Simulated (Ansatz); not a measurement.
The first iterations of a band of Cl₂H₂OSn (6 atoms, charge 0, multiplicity 1).

All numbers below come from RKS PBE-D4/def2-SVP in Ansatz.

```yaml
movable_images: 5
climbing_image: yes
spring: 5.0 eV/Å²
optimiser: quadratic models (default)
start_path: through a guess of the saddle point
force_threshold: 0.05 eV/Å
iteration_limit: 60
end_points: relaxed
```

First end point:

```xyz
6
Properties=species:S:1:pos:R:3
Sn 0.425 -0.025 0.037
O 0.736 -0.111 2.000
H -0.116 -0.143 2.480
H 1.957 0.028 -0.732
Cl -0.894 1.870 -0.455
Cl -0.848 -1.901 -0.626
```

Last end point:

```xyz
6
Properties=species:S:1:pos:R:3
Sn 0.614 0.539 -0.943
O 1.084 -0.113 1.330
H 0.317 0.408 1.682
H 0.702 -1.017 1.193
Cl -1.192 1.671 0.310
Cl -0.267 -1.770 -0.867
```

| iteration | highest image above the first end (eV) | largest band force component (eV/Å) |
| --- | --- | --- |
| 1 | 3.293 | 13.592 |
| 2 | 2.396 | 2.608 |
| 3 | 1.325 | 1.442 |
| 4 | 1.172 | 1.444 |
| 5 | 1.183 | 1.491 |

Problem. Does the band converge within its limit, and where does its top end?

Solution. It converged. It ended after 15 iterations with the highest image 1.448 eV above the first end. Neighbouring images differ by up to 2.4 eV, so the band resolves the path poorly. A vibrational analysis at the climbing image gives one clearly imaginary mode, 1009i cm⁻¹: a first-order saddle point. The orbitals stay closed-shell, which can raise the energy where a bond breaks towards radicals; this wasn't checked here.

The run took 84 s on 2 threads of Arm Neoverse V2, with other jobs on the host, peak memory 0.13 GiB.
